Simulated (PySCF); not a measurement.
# Excitation energy of Cl⁺ by level of theory

Cl⁺ [Ne] 3s2 3p4 (3P) → Cl⁺ [Ne] 3s1 3p4 3d1 (high-spin determinant), as a difference of total energies. All numbers are calculated (PySCF 2.14, the non-relativistic Hamiltonian (point nucleus), in dyall-av2z). Correlated levels: valence: [Ne] frozen; virtual orbitals above 40 to 60 times the deepest correlated orbital energy dropped. The calculations carry no spin-orbit coupling.

```csv
method,excitation energy (cm⁻¹)
UHF,215560
LDA,220310
PBE,217530
PBE0,219180
r2SCAN,216090
BP86,217590
r2SCANh,216730
revPBE,216310
B3LYP,221710
MP2 (valence),220170
SCS-MP2 (valence),220130
```

The upper state lies above the first ionisation limit, where it may autoionise and the basis confines it.

The promoted electron is Rydberg-like, and one or two diffuse shells describe it only roughly, which tends to raise the upper state.

The determinant of the upper state mixes LS terms, which raises its energy above the lowest term, most at the Hartree-Fock and MP2 levels.
